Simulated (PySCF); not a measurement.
Harmonic spectrum computed at PBE in the def2-SVP basis family (core potentials from Rb on, PySCF, no spin–orbit coupling):

```json
{"symmetry": "e'", "ω (cm⁻¹)": "44", "IR (km/mol, summed over degenerate members)": "0.1"}
{"symmetry": "a2''", "ω (cm⁻¹)": "60", "IR (km/mol, summed over degenerate members)": "4.5"}
{"symmetry": "a1'", "ω (cm⁻¹)": "151", "IR (km/mol, summed over degenerate members)": "0.0"}
{"symmetry": "e'", "ω (cm⁻¹)": "333", "IR (km/mol, summed over degenerate members)": "145"}
```

Task: Which molecule gave it? In each, all ligands are bound to the one heavy central atom.
A. TiI₃ (doublet)
B. AlI₃ (singlet)
C. ZrI₃ (doublet)
D. SnI₃ (doublet)
E. PI₃ (singlet)

Result: A. It has D3h symmetry with Ti–I 2.562 Å (×3).
